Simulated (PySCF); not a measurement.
C₂H₆Se, SMILES C[Se]C. Heavy atoms are numbered as in [CH3:1][Se:2][CH3:3]. Hydrogens are named by the atom that carries them.

Geometry optimised at B3LYP-D3(BJ)/def2-TZVP.

Method: KT2/pcSseg-1 run with PySCF.

GIAO shieldings, no solvent; atoms alike by connectivity are averaged. δ = σ(ref) − σ: ¹³C against TMS (σ = 185.1 ppm); ¹H against TMS (σ = 31.47 ppm), references at their B3LYP-D3(BJ)/def2-TZVP geometries, non-relativistic.

Computed chemical shifts:
```tsv
nucleus	atoms	count	δ (ppm)
¹³C	C1 (CH3)	2	17.5
¹H	H on C1	6	1.83
```
